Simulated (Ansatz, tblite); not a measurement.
Cost and result up the ladder for Cu₂Te₂ (the lowest singlet isomer of a short search) (4 atoms). Charge 0, multiplicity 1. Geometry: PBE-D4/def2-SVP.

```xyz
4

Cu    0.733   -0.640   -0.930
Cu   -0.609    1.165    0.288
Te    1.547    0.372    1.151
Te   -1.671   -0.898   -0.509
```

Ansatz on 4 threads of INTEL XEON PLATINUM 8581C on a shared host; xTB runs through tblite on one thread. Times are rough, summed over both states, and most runs start from the orbitals of an earlier one. B3LYP-D4/def2-TZVP serves as the yardstick here, not as an exact answer. The other state is a triplet at its own geometry.

In the def2 sets Te takes a core potential; there is no spin–orbit coupling. The xTB rows come from tblite. B3LYP takes the VWN-RPA correlation. The structure comes from a short search, and lower isomers may exist.

Run but left out: PBE0-D4/def2-TZVP (singlet: restricted singlet, unstable towards broken spin symmetry); BHLYP-D4/def2-TZVP (singlet: restricted singlet, unstable in another Hartree–Fock run and untested here).

xTB has no spin-polarisation term.

| level | functions | wall time |
| --- | --- | --- |
| GFN1-xTB | 36 | 0.011 s |
| GFN2-xTB | 36 | 0.015 s |
| PBE-D4/def2-TZVP (with forces) | 190 | 5.4 s |
| r2SCAN-D4/def2-TZVP | 190 | 10 s |
| B3LYP-D4/def2-TZVP | 190 | 10 s |

(1) Estimate what each level gives for the triplet − singlet (eV).

## Answers

(1) 
| level | triplet − singlet (eV) | difference from B3LYP-D4/def2-TZVP (eV) |
| --- | --- | --- |
| GFN1-xTB | 0.35 | 0.41 |
| GFN2-xTB | 0.32 | 0.39 |
| PBE-D4/def2-TZVP (with forces) | -0.06 | 0.00 |
| r2SCAN-D4/def2-TZVP | -0.12 | -0.06 |
| B3LYP-D4/def2-TZVP | -0.06 | 0.00 |
